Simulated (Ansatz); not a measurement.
Reactions of `CO[Si]F`.

Calculated with Ansatz (gas phase, PBE0-D4/def2-TZVP geometries, no zero-point term in ΔE). CBS: MP2 limit from def2 TZ/QZ plus the TZ coupled-cluster correction, frozen cores. This one scheme is used for every species. Functionals use def2-TZVPP. Each species was taken in one conformer, which may not be the lowest.

| reaction | r2SCAN-D4 (kJ/mol) | CCSD(T)/CBS(def2) (kJ/mol) |
| --- | --- | --- |
| `CO[Si]F` + H₂ → `CO[SiH]` + H–F | 190 | 179 |
| `CO[Si]F` + `F[SiH](S)S` → `F[Si]S` + `CO[SiH](F)S` | 10 | 12 |
| `CO[Si]F` → `O=C[SiH2]F` | 100 | 107 |
| `CO[Si]F` + `O[Si]1(S)C[SiH2]1` → `CO[Si]O` + `F[Si]1(S)C[SiH2]1` | 6 | 6 |

Largest T1 diagnostic: 0.015, for `CO[SiH]`.
